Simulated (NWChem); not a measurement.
Everything below was run with NWChem. System: C3H5O, charge 1, spin multiplicity 3, at the geometry of a parent with another charge or spin, in a state set for the comparison that need not be this species' ground state. Its SCF solution wasn't tested for a lower state. Level: UMP2/def2-SVPD, 4 core orbitals frozen.

Part of the output:

```
             Northwest Computational Chemistry Package (NWChem) 7.3.0
             --------------------------------------------------------

                                NWChem Input Module
                                -------------------

 Scaling coordinates for geometry "geometry" by  1.889725989
 (inverse scale =  0.529177249)

                             Geometry "geometry" -> ""
                             -------------------------

 Output coordinates in angstroms (scale by  1.889725989 to convert to a.u.)

  No.       Tag          Charge          X              Y              Z
 ---- ---------------- ---------- -------------- -------------- --------------
    1 C                    6.0000     0.62823500    -1.28218100    -0.01575400
    2 C                    6.0000    -0.13407200    -0.05768500    -0.00378900
    3 C                    6.0000     0.61664500     1.25546700    -0.00999300
    4 O                    8.0000    -1.36081700    -0.09193400     0.02560500
    5 H                    1.0000     1.72085700    -1.29148300    -0.04508200
    6 H                    1.0000     0.08275900    -2.22835400     0.00792000
    7 H                    1.0000     1.05796200     1.43694000     0.98376400
    8 H                    1.0000    -0.08139800     2.07118800    -0.23608800
    9 H                    1.0000     1.44151300     1.25358000    -0.73813700

 Effective nuclear repulsion energy (a.u.)     111.9446176338

            Nuclear Dipole moment (a.u.)
            ----------------------------
        X                 Y               Z
 ---------------- ---------------- ----------------
     0.0000094486     0.0000094486     0.0000018897


 Summary of "ao basis" -> "" (spherical)
 ------------------------------------------------------------------------------
       Tag                 Description            Shells   Functions and Types
 ---------------- ------------------------------  ------  ---------------------
 *                         def2-svpd                  on all atoms

 Summary of "ao basis" -> "ao basis" (spherical)
 ------------------------------------------------------------------------------
       Tag                 Description            Shells   Functions and Types
 ---------------- ------------------------------  ------  ---------------------
 C                         def2-svpd                 8       20   4s2p2d
 O                         def2-svpd                 9       23   4s3p2d
 H                         def2-svpd                 4        8   2s2p

                                 NWChem SCF Module
                                 -----------------

  ao basis        = "ao basis"
  functions       =   123
  atoms           =     9
  alpha electrons =    16
  beta  electrons =    14
  charge          =   1.00
  wavefunction    = UHF
  use symmetry    = F
  symmetry adapt  = F

 Summary of "ao basis" -> "ao basis" (spherical)
 ------------------------------------------------------------------------------
       Tag                 Description            Shells   Functions and Types
 ---------------- ------------------------------  ------  ---------------------
 C                         def2-svpd                 8       20   4s2p2d
 O                         def2-svpd                 9       23   4s3p2d
 H                         def2-svpd                 4        8   2s2p

 Forming initial guess at       0.1s

 Starting SCF solution at       0.1s

 ----------------------------------------------
         Quadratically convergent UHF

 Convergence threshold     :          1.000E-07
 Maximum no. of iterations :          100
 Integral*density screening:          1.000E-09
 ----------------------------------------------

              iter       energy          gnorm     gmax       time
             ----- ------------------- --------- --------- --------
                 1     -190.8643854490  4.53D-01  8.39D-02      4.7
                 2     -190.8956743176  4.36D-02  9.54D-03      7.4
                 3     -190.8960156869  1.07D-03  2.82D-04     10.6
                 4     -190.8960165200  1.81D-06  6.02D-07     17.0
                 5     -190.8960165200  7.08D-09  2.42D-09     23.6
[...]
    4 O    8     8.24   1.99  1.15  0.77  0.04  2.68  1.48  0.09  0.02  0.02
    5 H    1     0.93   0.72  0.17  0.03  0.02
    6 H    1     0.84   0.73  0.10  0.03 -0.01
    7 H    1     0.76   0.72 -0.03  0.03  0.05
    8 H    1     0.83   0.74 -0.01  0.03  0.07
    9 H    1     0.77   0.72 -0.03  0.03  0.05

  Mulliken analysis of the alpha density
  --------------------------------------

    Atom       Charge   Shell Charges
 -----------   ------   -------------------------------------------------------
    1 C    6     3.56   0.99  0.49  0.25 -0.04  1.25  0.58  0.01  0.03
    2 C    6     2.78   0.99  0.47  0.01  0.02  0.91  0.30  0.06  0.03
    3 C    6     2.94   0.99  0.45 -0.11  0.02  1.06  0.53  0.02 -0.02
    4 O    8     4.73   1.00  0.60  0.38  0.03  1.75  0.91  0.05  0.01 -0.00
    5 H    1     0.43   0.34  0.06  0.02  0.02
    6 H    1     0.37   0.34  0.02  0.02 -0.01
    7 H    1     0.38   0.36 -0.02  0.01  0.03
    8 H    1     0.41   0.37 -0.00  0.01  0.04
    9 H    1     0.39   0.36 -0.02  0.01  0.03

   Mulliken analysis of the beta density
   -------------------------------------

    Atom       Charge   Shell Charges
 -----------   ------   -------------------------------------------------------
    1 C    6     2.36   0.99  0.43  0.08 -0.02  0.69  0.17  0.01  0.00
    2 C    6     3.12   0.99  0.50  0.04  0.10  0.99  0.38  0.04  0.07
    3 C    6     2.87   0.99  0.43 -0.10  0.01  0.99  0.51  0.02  0.01
    4 O    8     3.51   1.00  0.55  0.39  0.01  0.93  0.57  0.03  0.01  0.02
    5 H    1     0.50   0.38  0.10  0.01  0.00
    6 H    1     0.47   0.39  0.08  0.01 -0.01
    7 H    1     0.38   0.36 -0.01  0.01  0.02
    8 H    1     0.42   0.37 -0.00  0.01  0.04
    9 H    1     0.38   0.36 -0.01  0.01  0.02

   Mulliken analysis of the spin density
   -------------------------------------

    Atom       Charge   Shell Charges
 -----------   ------   -------------------------------------------------------
    1 C    6     1.20  -0.00  0.06  0.17 -0.02  0.56  0.41 -0.00  0.03
    2 C    6    -0.34  -0.00 -0.04 -0.03 -0.08 -0.09 -0.08  0.02 -0.04
    3 C    6     0.07   0.00  0.01 -0.01  0.01  0.07  0.02  0.00 -0.02
    4 O    8     1.22  -0.00  0.06 -0.01  0.02  0.83  0.34  0.02 -0.00 -0.02
    5 H    1    -0.06  -0.04 -0.04  0.00  0.01
    6 H    1    -0.10  -0.05 -0.06  0.00 -0.00
    7 H    1     0.01   0.00 -0.00  0.00  0.01
    8 H    1    -0.01  -0.01 -0.00  0.00 -0.00
    9 H    1     0.01   0.00 -0.00  0.00  0.01

       Multipole analysis of the density wrt the origin
       ------------------------------------------------

     L   x y z        total         alpha         beta         nuclear
     -   - - -        -----         -----         ----         -------
     0   0 0 0      1.000000    -16.000000    -14.000000     31.000000

     1   1 0 0      0.711805      1.169978     -0.458182      0.000009
     1   0 1 0     -0.214480      0.888207     -1.102697      0.000009
     1   0 0 1      0.003914     -0.009803      0.013715      0.000002

     2   2 0 0    -13.478018    -57.193578    -48.218218     91.933778
     2   1 1 0     -0.145835     -2.211465     -3.687571      5.753201
     2   1 0 1     -0.038482      0.851883      0.727378     -1.617743
     2   0 2 0     -9.891898    -68.637899    -62.556848    121.302849
     2   0 1 1      0.062390     -0.131008     -0.050465      0.243863
     2   0 0 2    -16.363207    -12.113884     -9.884069      5.634746

                   NWChem MP2 Semi-direct Energy/Gradient Module
                   ---------------------------------------------

  Basis functions       =    123
  Molecular orbitals    =    123
  Frozen core           =      4
  Frozen virtuals       =      0
  Active alpha occupied =     12
  Active beta occupied  =     10
  Active alpha virtual  =    107
  Active beta virtual   =    109
  Use MO symmetry       = F
  Use skeleton AO sym   = F

  AO/Fock/Back tols     =   1.0D-09  1.0D-09  1.0D-09

 GA uses MA = F    GA memory limited = T

 Available:
  local mem=  1.26D+08
 global mem=  1.44D+08
 local disk=  0.00D+00
  mp2_memr nvloc                   107
  nvloc new                   107
   1 passes of  12:        3145728                      63605                  33200130.
   1 passes of  12: M    126152925           G      144148942           F     123007197.

 Semi-direct pass number   1 of   1  for UHF alpha       at       23.7s
  vrange nnbf                  7599
  mp2_eaftype                   126  avail_ma_in_mb                  1099
 EAF : mp2_eaftype filesize         126   16600065.
  mp2_eaf for mointskh                    126
Node 0 wrote     78.1 Mb in      0.1 s     Agg I/O rate:  1169.8 Mb/s
 Done moints_semi at       30.4s
  mp2_eaftype                   126  avail_ma_in_mb                   973
 EAF : mp2_eaftype filesize         126   16600065.
  mp2_eaf for kh                   126
 Done maket at       30.9s
 Done multipass loop at       30.9s

 GA uses MA = F    GA memory limited = T

 Available:
  local mem=  1.26D+08
 global mem=  1.44D+08
 local disk=  0.00D+00
  mp2_memr nvloc                   109
  nvloc new                   109
   1 passes of  10:        3145728                      58658                  28187829.
   1 passes of  10: M    126152925           G      144148942           F     123007197.

 Semi-direct pass number   1 of   1  for UHF beta        at       30.9s
  vrange nnbf                  7599
  mp2_eaftype                   107  avail_ma_in_mb                  1099
 EAF : mp2_eaftype filesize         107   14093915.
  mp2_eaf for mointskh                    107
Node 0 wrote     66.3 Mb in      0.1 s     Agg I/O rate:  1109.0 Mb/s
 Done moints_semi at       37.0s
  mp2_eaftype                   107  avail_ma_in_mb                   992
 EAF : mp2_eaftype filesize         107   14093915.
  mp2_eaf for kh                   107
 Done maket at       37.5s
 Done multipass loop at       37.5s

          -------------------------------------------
          SCF energy                -190.896016519976
          Correlation energy          -0.526833105065
          Singlet pairs                0.000000000000
          Triplet pairs                0.000000000000
          Total MP2 energy          -191.422849625041
          -------------------------------------------

          ---------------------------------------------------
                    Spin Component Scaled (SCS) MP2
          Same spin pairs                     -0.128067342989
          Same spin scaling factor             0.333333333333
          Opposite spin pairs                 -0.398765762076
          Opposite spin scaling fact.          1.200000000000
          SCS-MP2 correlation energy          -0.521208028821
          Total SCS-MP2 energy              -191.417224548797
          ---------------------------------------------------

 -----------------------
 Performance information
 -----------------------

 Timer overhead =  1.91D-07 seconds/call

               Nr. of calls         CPU time (s)                 Wall time (s)                GFlops
             ---------------    -------------------     ------------------------------   -------------------
Name         Min   Avg   Max    Min     Avg     Max     Min     Avg     Max   Mx/calls   Min     Max     Sum
mp2: moin     2     2     2    13.     13.     13.      13.     13.     13.     6.4      0.0     0.0     0.0
mp2: make     2     2     2    1.0     1.0     1.0      1.0     1.0     1.0    0.50      0.0     0.0     0.0
mp2: tota     1     1     1    14.     14.     14.      14.     14.     14.     14.      0.0     0.0     0.0

 The average no. of pstat calls per process was 5.00D+00
 with a timing overhead of 9.55D-07s

 Task  times  cpu:       37.5s     wall:       37.5s

 Total times  cpu:       37.5s     wall:       37.5s
```

Write an NWChem input that would produce this output.

This is not unique; one that fits is 
```
start mol
memory heap 200 mb stack 900 mb global 1100 mb
charge 1
geometry units angstroms nocenter noautoz noautosym
  C      0.628235    -1.282181    -0.015754
  C     -0.134072    -0.057685    -0.003789
  C      0.616645     1.255467    -0.009993
  O     -1.360817    -0.091934     0.025605
  H      1.720857    -1.291483    -0.045082
  H      0.082759    -2.228354     0.007920
  H      1.057962     1.436940     0.983764
  H     -0.081398     2.071188    -0.236088
  H      1.441513     1.253580    -0.738137
end
basis spherical
  * library def2-svpd
end
scf
  uhf
  nopen 2
  maxiter 100
  thresh 1e-7
  semidirect memsize 60000000 filesize 0
  # guess.movecs holds the orbitals of an unrestricted PBE0 run
  vectors input guess.movecs output mol.movecs
end
mp2
  freeze core 4
end
task mp2 energy
```
